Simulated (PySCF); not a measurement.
Sn(H)2(OMe)(NH2) (CH7NOSn), SMILES [O](C)[SnH2][NH2]. Atoms are numbered in the order given.

```xyz
11

Sn     0.2302     0.0300     0.4845
N      1.8628     0.2625    -0.7286
O     -1.3623    -0.6717    -0.5200
C     -1.9320     0.0658    -1.5670
H      0.5421    -1.2132     1.6123
H     -0.1548     1.5862     1.1068
H      1.7862     1.0382    -1.3866
H      2.1002    -0.5744    -1.2616
H     -2.7797    -0.5039    -1.9884
H     -2.3308     1.0509    -1.2428
H     -1.2239     0.2595    -2.4009
```
Charge 0, spin multiplicity 1.

Geometry: B3LYP-D3(BJ)/def2-SVP. The structure was generated by enumeration; whether it is a known compound was not checked. The def2 effective core potentials stand for the cores of Sn; spin–orbit coupling is left out. The values are those of a single conformer.

Computed with CAM-B3LYP/def2-TZVP in PySCF.

Isolated molecule, no solvent.

```
Quantity                                                                                                       Result
---------------------------------------------------------------------------------------------  ----------------------
total energy                                                                                       -386.56818 hartree
highest occupied level                                                                                       -8.70 eV
lowest empty level                                                                                            0.63 eV
orbital gap                                                                                                   9.33 eV
dipole moment                                                                                                  1.23 D
quadrupole, principal values (traceless, Buckingham form, about the centre of nuclear charge)   -8.72, 2.47, 6.25 D·Å
mean static polarisability                                                                       62.5 bohr³ (9.26 Å³)
polarisability, principal values                                                               57.3, 61.1, 69.0 bohr³
```
